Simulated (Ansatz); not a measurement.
`C#C[SiH](F)Cl` + `CF` → `C#C[SiH](F)CF` + HCl at 600 K and 1 bar (formal exchange of groups at the Si–Cl bond).

Gas-phase electronic energies from Ansatz, PBE0-D4/def2-TZVP geometries. CBS: MP2 limit from def2 TZ/QZ plus the TZ coupled-cluster correction, frozen cores. This one scheme is used for every species. Each species was taken in one conformer, which may not be the lowest.

```csv
species,CCSD(T)/CBS energy (Eh),H − E (kJ/mol),S (J/(mol·K))
`C#C[SiH](F)Cl`,-926.02177,137.7,405.2
`CF`,-139.63461,127.6,254.6
`C#C[SiH](F)CF`,-605.22886,224.6,456.2
HCl,-460.38127,35.4,207.2
```

H − E and S are ideal-gas, rigid-rotor, harmonic terms from PBE0-D4/def2-TZVP, for one conformer and one mirror image of each species. 1 Eh = 2625.50 kJ/mol, R = 8.31446 J/(mol·K).

Q: By hand: ΔE, ΔH, ΔS and ΔG.

A: ΔE = (-605.22886) + (-460.38127) − (-926.02177) − (-139.63461) = 0.04625 Eh = 121.4 kJ/mol. Δ(H − E) = 224.6 + 35.4 − 137.7 − 127.6 = -5.3, so ΔH = 116.1 kJ/mol. ΔS = 456.2 + 207.2 − 405.2 − 254.6 = 3.6 J/(mol·K). ΔG = 116.1 − 600 × (3.6)/1000 = 113.9 kJ/mol.

Q: By hand: the equilibrium constant, and the temperature at which ΔG would vanish if ΔH and ΔS stayed fixed.

A: log₁₀ K = −ΔG/(RT ln 10) = -9.9. ΔG = 0 at ΔH/ΔS = 32250 K, far beyond where these terms or the molecules hold.

The number of gas molecules stays the same, so ΔS is small and ΔH decides. A doubt of 5 kJ/mol in ΔE shifts log₁₀ K by 0.4 here. Other conformers and mirror images would add mixing entropy, several J/(mol·K) or more a flexible species. Modes under 60 cm⁻¹, often nearly free rotors, make the harmonic entropy too high. These are equilibria of isolated gas molecules and say nothing of rates. Largest T1 diagnostic: 0.012 (customary marks: 0.02 for closed shells, 0.045 for open ones).
